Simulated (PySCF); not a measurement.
# Unknown compound

An unknown has the formula C$_{8}$H$_{9}$P. Its calculated NMR data are:

1H NMR (300 MHz, computed): δ 9.09 (m, 1H), 9.01 (m, 1H), 8.25 (m, 1H), 7.35 (m, 1H), 5.96 (m, 1H), 5.73 (m, 1H), 2.61 (s, 3H).

13C{1H} NMR (computed): δ 165.5 (CH), 163.2 (CH), 146.9 (CH), 145.2 (C), 144.0 (C), 137.5 (CH), 124.5 (CH2), 27.4 (CH3).

Calculated, not measured (PySCF): geometry: GFN2-xTB, NMR shieldings at PBE0/pcSseg-1/GIAO. Isolated molecule, one averaged value for each set of equivalent atoms, one computed conformer, no relativistic terms.

Shifts are taken against calculated references (same method and geometry level): TMS for 1H, 13C.

Problem. Choose the structure that fits.
A. C=Cc1ccpcc1C
B. C=Cc1ccc(C)cp1
C. C=Cc1cccc(C)p1
D. c1ccc(P2CC2)cc1

Solution. A. 

1. 8 carbon signals for 8 carbons: no two carbons are equivalent.
2. Carbon types of the structure: 2 × C, 4 × CH, 1 × CH2, 1 × CH3, which accounts for all hydrogens.
3. δC 165.5, 163.2, 137.5: aromatic CH.
4. δC 146.9: alkene CH; the olefinic region.
5. δC 145.2, 144.0: substituted aromatic carbon.
6. δC 124.5: terminal =CH2 carbon; the olefinic region.
7. δH 9.09, 9.01, 8.25: hydrogen on an aromatic CH; it sits in the deshielding region of the aromatic ring current.

The others: c1ccc(P2CC2)cc1 would give 5 carbon signals, not 8; C=Cc1cccc(C)p1 has carbons computed at 180.9, 176.4, 146.7, 138.7, 135.3, 129.8, 115.9, 27.1; C=Cc1ccc(C)cp1 has carbons computed at 173.1, 164.4, 147.6, 146.5, 136.1, 132.9, 114.8, 27.6.

Splittings by 31P in the carbon and heteronuclear signals aren't shown, as no couplings were computed. Shifts are as computed. Against solution values, carbons near 30 ppm lie about +3 ppm off and those near 130 ppm about +5 ppm. Of 1211 compounds with measured shifts, 218 miss one by over three times the rms of a fit or turn the order of signals round; such compounds aren't used in these exercises. No couplings were computed; multiplicities are counted from neighbouring protons, with m where these are inequivalent, close in shift, in a saturated or five-membered ring or joined by F or P, and br s for small geminal =CH2 splittings.
